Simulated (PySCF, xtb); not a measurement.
C3H8O2Si, SMILES C=C[Si@@H](O)OC.

xtb with GFN2-xTB at its own geometry gives an orbital gap of 4.55 eV and a dipole moment of 1.33 D.

The structure is a stationary point at PBE0-D3(BJ)/def2-SVP. The structure was generated by enumeration; whether it is a known compound was not checked. One conformer was computed; it need not be the lowest.

Task: What does PBE/def2-TZVP (PySCF) give? (The exact figures need the calculation; the answer reports its results.)

Result: gap 4.95 eV (levels -6.57 and -1.62 eV), dipole 1.15 D.
